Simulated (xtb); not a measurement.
C8H10, charge +1, doublet, at a GFN2-xTB geometry (a state made from the parent by changing its charge; the spin is typed, not shown lowest). Base run: xtb with GFN0-xTB.

xtb was given this input:
```
$ xtb mol.xyz --gfn 0 --chrg 1 --uhf 1 --json

# file mol.xyz
18

C      2.87152259     0.08691800     0.06861747
C      1.40886627     0.03683026     0.03083825
C      0.68936858     0.64764773    -1.02759803
C     -0.67673347     0.60401654    -1.06217740
C     -1.40810404    -0.05301411    -0.04054810
C     -2.87102768    -0.09742603    -0.07492200
C     -0.68927522    -0.64962981     1.02640884
C      0.67682938    -0.60605282     1.06095569
H      3.30384832     0.15376583    -0.92919971
H      3.18606950     0.99930938     0.59353149
H      3.29593890    -0.74517196     0.62867350
H      1.23781155     1.14700027    -1.81230013
H     -1.21556280     1.06864478    -1.87437444
H     -3.26516991    -0.97499527     0.43648531
H     -3.26942085     0.77042684     0.46826010
H     -3.25975785    -0.02303305    -1.08957474
H     -1.23790648    -1.14498458     1.81350949
H      1.21547125    -1.06670083     1.87554076
```

The base run was repeated with changes; each row names its change, and settings that it needs were set with it.

```json
[
 {"change": "base", "ΔE vs base (kcal/mol)": "0.000"},
 {"change": "acc = 0.0001", "ΔE vs base (kcal/mol)": "0.000"},
 {"change": "etemp = 5000", "ΔE vs base (kcal/mol)": "-10.38"},
 {"change": "acc = 30", "ΔE vs base (kcal/mol)": "0.000"}
]
```
